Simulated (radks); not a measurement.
Method: non-relativistic Kohn-Sham, PBE, spin-polarised, spherical densities, point nucleus; open shells are filled with parallel spins first; computed with a radial shooting solver on a logarithmic mesh with Libxc functionals. Response by self-consistent Sternheimer equations with the Hartree and adiabatic LDA kernel. For heavy and open-shell atoms this level of theory can miss by tens of per cent. Rank Cl, C3+, Al, Ni, Ga3+, Se (NIST ground configurations) by static dipole polarisability, largest first.

Answer. Al 66.57, Ni 48.43, Se 27.85, Cl 15.80, C3+ 2.905, Ga3+ 1.459 bohr^3.
